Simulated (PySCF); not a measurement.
C4H6ClF, SMILES CC/C(Cl)=C\F.

The structure is a stationary point at r2SCAN-D4/def2-SVP. The structure was generated by enumeration; whether it is a known compound was not checked. The values are those of a single conformer.

Method: B3LYP/def2-TZVP in PySCF.

The molecule is in vacuum.

Computed frontier levels, gap, dipole moment and polarisability:
highest occupied level: -6.89 eV
lowest empty level: -0.27 eV
orbital gap: 6.61 eV
dipole moment: 0.118 e·Å
quadrupole, principal values (traceless, Buckingham form, about the centre of nuclear charge): -5.26, -0.65, 5.91 D·Å
mean static polarisability: 61.9 bohr³ (9.17 Å³)
polarisability, principal values: 46.7, 65.3, 73.6 bohr³
